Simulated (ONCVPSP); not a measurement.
# Al (Z = 13), ONCV: configuration errors across variants

* Element: aluminium
* Generator: ONCVPSP 4.0.1
* Type: optimised norm-conserving Vanderbilt (ONCV)
* Functional: LDA (Perdew-Wang 92)
* Relativity: scalar-relativistic
* Frozen core: [Ne]
* Valence charge: 3
* Reference configuration: 3s2 3p1
* Partial waves: 3s: rc 2.30 bohr, ncon 5, nbas 9, qcut 3.6 1/bohr, 1 projector; 3p: rc 2.75 bohr, ncon 4, nbas 8, qcut 3.3 1/bohr, 2 projectors, debl 1.4 Ha
* Local potential: polynomial inside 1.55 bohr (lpopt 5, dvloc0 0 Ha)
* Core correction: Teter function, fcfact 3, rcfact 1.35

All-electron excitation energies from the reference (eV): (1) 3s2 3p0 5.841; (2) 3s1 3p0 25.211; (3) 3s2 3p0.5 2.122; (4) 3s1 3p1 11.660.

1 further variants failed, have other tests or too few solved ones, and are left out.

Errors AE − PS in meV (a dash: test not solved or not reliable):

| change | (1) | (2) | (3) | (4) | bound ghosts | GHOST(+) flags above zero |
| --- | --- | --- | --- | --- | --- | --- |
| base | +2.2 | +33 | +0.2 | +7.1 | none | none |
| core correction polynomial model core, fcfact 0.2 | +2.0 | +19 | +0.2 | +3.2 | none | none |
| s: nproj 2 | +0.3 | +19 | 0.0 | +4.4 | none | s |
| p: qcut 3 | +2.1 | +32 | +0.2 | +7.3 | none | none |
| p: qcut 4.1 | +2.6 | +35 | +0.3 | +6.5 | none | none |
| p: rc 2.3, qcut 3.9 | +3.0 | +37 | +0.4 | +6.0 | none | none |
| s: rc 3.14 | +6.5 | +33 | +0.8 | -3.3 | none | none |

Task: Give the same row for: core correction Teter function, fcfact 3, rcfact 1.96.

Result: -18, -180, -3.0, -30; bound ghosts: none; GHOST(+) flags above zero: none.
